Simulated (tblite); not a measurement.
Method: GFN2-xTB as coded in tblite; computed harmonic values from a numerical Hessian at the method's own geometry, unscaled. This tight-binding method is rough: wavenumbers can miss measured ones by several per cent, in bad cases by 10 to 20. Modes of hydrogen on silicon and sulfur can be 10 to 20 % off. One conformer each. Open shells enter through the occupations alone, without spin polarisation, and single modes of such species can be off by tens of per cent. Thermal functions are those of the rigid rotor and harmonic oscillator, without mixing of conformers.

Question: Order these by their heat capacity Cp at 200 K, highest first (J/(mol K)).
A. `CN[C@@](C)([SiH2]C)C(F)(F)F`
B. `Cc1ccoc1N([SiH3])[SiH3]`
C. `CC#CCC(=O)[Si@H](N)[SiH3]`
D. `CC1(C)NC[Si@@H](F)[SiH2]1`
E. `Fc1c[c]sc1F` [radical]
F. `N#CCC1=[C]OC(=O)C1` [radical]
G. `C(N[SiH2]S)C`

Answer: C (169.1), A (158.8), B (137.1), D (134.1), G (100.8), F (94.9), E (75.9).

| SMILES | atoms | mass (u) | symmetry number | modes under 300 cm⁻¹ | ZPE (kJ/mol) | S translation (J/(mol K)) | S rotation | S vibration | S spin | S | Cp |
| --- | --- | --- | --- | --- | --- | --- | --- | --- | --- | --- | --- |
| CC#CCC(=O)[Si@H](N)[SiH3] | 20 | 157.04 | 1 | 13 | 367.1 | 163.6 | 122.7 | 152.8 | 0.0 | 439.1 | 169.1 |
| CN[C@@](C)([SiH2]C)C(F)(F)F | 22 | 171.07 | 1 | 11 | 433.9 | 164.7 | 120.4 | 113.1 | 0.0 | 398.2 | 158.8 |
| Cc1ccoc1N([SiH3])[SiH3] | 20 | 157.04 | 1 | 9 | 369.6 | 163.6 | 120.5 | 89.3 | 0.0 | 373.4 | 137.1 |
| CC1(C)NC[Si@@H](F)[SiH2]1 | 20 | 149.05 | 1 | 8 | 402.3 | 163.0 | 118.0 | 75.4 | 0.0 | 356.4 | 134.1 |
| CCN[SiH2]S | 14 | 107.02 | 1 | 6 | 280.1 | 158.8 | 111.0 | 66.4 | 0.0 | 336.3 | 100.8 |
| N#CCC1=[C]OC(=O)C1 | 13 | 122.02 | 1 | 4 | 223.9 | 160.5 | 115.8 | 56.4 | 5.8 | 338.4 | 94.9 |
| Fc1c[c]sc1F | 8 | 118.98 | 1 | 3 | 96.3 | 160.2 | 110.9 | 24.3 | 5.8 | 301.1 | 75.9 |

Entropies and Cp are for 200 K and 1 bar.
